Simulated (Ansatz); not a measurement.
Basis-set extrapolation for CH₃ClF₂OSi (`OC(F)(F)[SiH2]Cl`) (PBE0-D4/def2-TZVP geometry, frozen core, the Gaussian-basis code of Ansatz). Multiplicity 1, RHF reference.

```
                       def2-TZVPP    def2-QZVPP
                 HF  -1062.005563  -1062.040991
    MP2 correlation     -1.201675     -1.310390
CCSD(T) correlation     -1.281827       not run
```

Energies in hartree. Use E(X) = E(∞) + A·exp(−7.88·√X) for Hartree–Fock and E(X) = E(∞) + B·X^(−2.97) for correlation, with X = 3 and 4, and add CCSD(T) minus MP2 of the smaller set to the MP2 limit.

Q: What is the CCSD(T) energy at the basis-set limit?

A: HF limit: -1062.040991 + (-0.035428) × 0.13774 = -1062.04587. MP2 limit: -1.310390 + (-0.108715) × 0.74074 = -1.39092. Higher-order term: -1.281827 − (-1.201675) = -0.08015. Total: -1063.51694 hartree, 144.0 kcal/mol below CCSD(T)/def2-TZVPP.
